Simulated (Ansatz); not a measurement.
**Question.** Name a neutral molecule of C, O, Si and H with size of the dipole moment (PBE/def2-TZVPP) between 0.35 and 0.65 D and HOMO–LUMO gap (PBE/def2-TZVPP) between 3.50 and 3.80 eV (Ansatz, PBE0-D4/def2-TZVP geometry).

**Answer.** `C=C1OC=C[SiH2]1` (0.38 D, 3.79 eV). Other molecules can fit too; these were computed, each in one conformer that needn't be the lowest.
